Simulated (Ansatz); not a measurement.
Input for Ansatz (a program for electronic structure): R-B97M-V/def2-TZVPPD on C3H6O2 (a complex). Files ending in .json are basis or fitting sets from the Basis Set Exchange.

Ansatz 0.2 input:
```yaml
crystal:
  periodic: [false, false, false]
  atoms:
    - {symbol: C, position_ang: [-0.58150730, -0.24367681, -0.01598849]}
    - {symbol: C, position_ang: [0.61768397, 0.32000242, 0.07119156]}
    - {symbol: H, position_ang: [-0.80659325, -1.16662531, 0.50484006]}
    - {symbol: H, position_ang: [-1.37330316, 0.19039615, -0.61470625]}
    - {symbol: H, position_ang: [0.85552135, 1.23807526, -0.45262081]}
    - {symbol: H, position_ang: [1.40550771, -0.12684313, 0.66566728]}
    - {symbol: O, position_ang: [0.35661439, -1.18325554, 3.27233677]}
    - {symbol: C, position_ang: [-0.13780018, -0.20797640, 3.76701086]}
    - {symbol: O, position_ang: [-0.59115139, 0.85925500, 3.10075834]}
    - {symbol: H, position_ang: [-0.28359508, -0.06428767, 4.84603775]}
    - {symbol: H, position_ang: [-0.45205556, 0.71099671, 2.14236349]}
basis:
  gaussian:
    orbitals: def2-TZVPPD.json
hamiltonian:
  xc: {name: B97M-V}
scf: {lower_state_search: off}
```

The log:

```
WARN ansatz: RAYON_NUM_THREADS=2 ignored (pool sized by the plan → 2); use --threads N
Functional definition: B97M-V
these checks for a lower state are left out or cut short: stability, starts, cluster_reference, orbital_swaps, neighbouring_geometries, increment
integrals: 0.22 GiB planned
1244 factors; their error is unknown
mean field: 1.81 GiB planned
mean field evaluation 1: about -7293.9097 eV, gradient 7.2e1 eV
mean field evaluation 2: about -7279.8249 eV, gradient 1.1e2 eV
mean field evaluation 4: about -7304.1478 eV, gradient 8.3e0 eV
mean field evaluation 8: about -7304.2849 eV, gradient 3.1e-1 eV
mean field evaluation 16: about -7304.2454 eV, gradient 3.6e-4 eV
mean field -7304.24544217 eV, -268.4260690042 hartree, gradient 5.3e-6 eV, S^2 0.000000; 0 other end points of the search recorded, 0 dependent functions left out
reference -7304.24552240 eV, -268.4260719526 hartree; 20, 20 occupied and 273, 273 virtual orbitals, 1244 factors
Total energy: -7304.24552240 eV, -268.4260719526 hartree
Checks for a lower state left out: stability, starts, cluster_reference, orbital_swaps, neighbouring_geometries, increment
```

The calculation finished and met its thresholds.

Cost: roughly 8 core-seconds.
